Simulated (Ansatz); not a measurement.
Mulliken charges of `C[NH][GaH][SH]` from ωB97M-V/def2-TZVPP in Ansatz (PBE0-D4/def2-TZVP geometry).

```
atom   x (Å)   y (Å)   z (Å)  charge (e)
  C1  -0.650   1.282   0.785      -0.212
  N2   0.085   0.431  -0.122      -0.299
 Ga3   0.141  -1.379  -0.097       0.270
  S4   1.360  -2.399  -1.627      -0.281
  H5  -1.398   1.895   0.269       0.113
  H6   0.007   1.958   1.346       0.113
  H7  -1.184   0.672   1.518       0.100
  H8   0.601   0.941  -0.821       0.094
  H9  -0.645  -2.192   0.968      -0.003
 H10   1.766  -1.262  -2.217       0.106
```

**Question.** By hand: the dipole of these point charges (1 e Å = 4.8032 D).

**Answer.** Σ q r = (-0.262, 0.365, 0.320) e Å, of length 0.552 e Å = 2.65 D.

**Question.** How does the dipole of the full density compare? (Best estimate.)

**Answer.** Computed: (-0.077, 0.411, 0.077) e Å, 2.04 D; the point charges give 1.30 times that, at 34° from its direction.

Point charges leave out the atoms' own dipoles, such as those of lone pairs, and Mulliken's split depends on the basis, so the two needn't agree.
